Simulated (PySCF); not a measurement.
Gas-phase reaction: GeH₃F + HF + GeF₂ ⇌ 2 GeH₂F₂

Computed with PySCF (xtb for GFN2) and rigid-rotor harmonic-oscillator thermochemistry at 1 bar. † marks an energy on the PBE0/def2-TZVP geometry and frequencies; other levels use their own. MP2 and CCSD(T) freeze the core. 6-31G* has spherical d functions here. All species are closed-shell singlets. B3LYP is the form with VWN-RPA correlation. Ge: all electrons, no relativistic terms. GeH₂F₂: computed as isolated molecules; such fragments, hydroxides, amides, oligomers or adducts are transient or little studied in the gas. MP2 isn't extrapolated to the basis-set limit; its ΔH°(298 K) is -134.4 kJ in def2-SVP and -119.7 kJ in def2-TZVPP. CCSD(T) isn't extrapolated to the basis-set limit; its ΔH°(298 K) is -120.0 kJ in def2-SVP and -112.8 kJ in def2-TZVPP. The harmonic model lacks anharmonicity and excited electronic states, which grow with temperature; levels with a mode under 35 cm⁻¹ are left out.

```csv
level,"ΔE electronic, kJ","ΔH°(298 K), kJ","ΔS°(298 K), J/K","ΔG°(1600 K), kJ"
B3LYP/6-31G*,-118,-116,-143,106
CCSD(T)/def2-SVP†,-121,-120,-142,101
CCSD(T)/def2-TZVPP†,-114,-113,-142,108
GFN2-xTB,-14,-17,-137,189
HF/6-31G*,-144,-142,-144,84
HF/def2-TZVP†,-129,-128,-142,93
M06-2X/def2-TZVP†,-130,-130,-142,91
MP2/def2-SVP†,-135,-134,-142,87
PBE0/def2-TZVP,-104,-103,-142,118
r2SCAN/def2-TZVP†,-118,-117,-142,104
LDA/def2-TZVP†,-114,-113,-142,108
```
ΔH° is lowest at HF/6-31G* and highest at GFN2-xTB. No reference value is set beside these.
